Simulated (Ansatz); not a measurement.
`C[Se][SnH]([Cl])[Cl]` → `[Cl][Sn][Cl]` + `C[SeH]` at 700 K and 1 bar (stannylene formation by 1,1-elimination).

Gas-phase electronic energies from Ansatz, PBE0-D4/def2-TZVP geometries. CCSD(T)/CBS adds triple-zeta CCSD(T) − MP2 to the extrapolated MP2 energy (def2 sets, frozen cores). Elements past krypton have def2 core potentials. For Se, Sn outer-core shells are correlated without core-valence functions, which leaves a few kJ/mol of doubt a bond. Scalar relativity is left out up to krypton. Each species was taken in one conformer, which may not be the lowest.

```csv
species,CCSD(T)/CBS energy (Eh),H − E (kJ/mol),S (J/(mol·K))
`C[Se][SnH]([Cl])[Cl]`,-3574.86900,208.2,540.4
`[Cl][Sn][Cl]`,-1133.69328,41.3,353.9
`C[SeH]`,-2441.15625,157.6,325.3
```

H − E and S are ideal-gas, rigid-rotor, harmonic terms from PBE0-D4/def2-TZVP, for one conformer and one mirror image of each species. 1 Eh = 2625.50 kJ/mol, R = 8.31446 J/(mol·K).

Problem. By hand: ΔE, ΔH, ΔS and ΔG.

Solution. ΔE = (-1133.69328) + (-2441.15625) − (-3574.86900) = 0.01947 Eh = 51.1 kJ/mol. Δ(H − E) = 41.3 + 157.6 − 208.2 = -9.3, so ΔH = 41.8 kJ/mol. ΔS = 353.9 + 325.3 − 540.4 = 138.8 J/(mol·K). ΔG = 41.8 − 700 × (138.8)/1000 = -55.4 kJ/mol.

Problem. By hand: the equilibrium constant, and the temperature at which ΔG would vanish if ΔH and ΔS stayed fixed.

Solution. log₁₀ K = −ΔG/(RT ln 10) = 4.1. ΔG = 0 at ΔH/ΔS = 301 K.

The number of gas molecules changes by +1, which sets the sign of ΔS. A doubt of 5 kJ/mol in ΔE shifts log₁₀ K by 0.4 here. Other conformers and mirror images would add mixing entropy, several J/(mol·K) or more a flexible species. Modes under 60 cm⁻¹, often nearly free rotors, make the harmonic entropy too high. These are equilibria of isolated gas molecules and say nothing of rates. Largest T1 diagnostic: 0.014 (customary marks: 0.02 for closed shells, 0.045 for open ones).
